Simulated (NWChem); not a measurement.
# C$_{2}$H$_{9}$BGe; SMILES C[B](C)[GeH3]

```xyz
13

B      0.0057     0.9911     0.0077
Ge     0.0047    -1.0915     0.0041
H     -0.8590    -1.6397    -1.1565
H      1.4054    -1.7272    -0.1364
H     -0.6233    -1.6548     1.3004
C     -1.3632     1.7487     0.0349
H     -1.5912     1.9200    -1.0379
H     -1.3044     2.7508     0.4915
H     -2.2211     1.1965     0.4467
C      1.3630     1.7689    -0.0424
H      1.2735     2.8341    -0.3104
H      2.1397     1.2890    -0.6584
H      1.7560     1.7287     0.9943
```
Atoms are numbered in this order, from 1.

Program: NWChem. Pople sets run with spherical d functions. The geometry was optimised at PBE0/def2-SVP. B3LYP is NWChem's, with the RPA form of VWN correlation. GIAO values for the isolated, static molecule; σ is the absolute isotropic shielding.

| level | basis functions | σ B1 (ppm) | σ Ge2 (ppm) | σ H3 (rotor mean) (ppm) | σ C6 (ppm) | σ H7 (rotor mean) (ppm) | σ C10 (ppm) | σ H11 (rotor mean) (ppm) | relative time |
|---|---|---|---|---|---|---|---|---|---|
| B3LYP/6-31G* | 92 | 13.9 | 1790.5 | 28.49 | 167.9 | 30.69 | 167.1 | 30.63 | 1 |
| B3LYP/6-311G** | 152 | -5.8 | 1640.6 | 28.05 | 160.0 | 30.34 | 159.1 | 30.28 | 2 |
| B3LYP/def2-SVP | 119 | 8.1 | 1744.7 | 27.95 | 168.2 | 30.03 | 167.4 | 29.98 | 1 |
| B3LYP/def2-TZVP | 195 | -7.1 | 1664.5 | 28.02 | 159.7 | 30.26 | 158.8 | 30.20 | 5 |

Times are rough ratios from one shared machine.
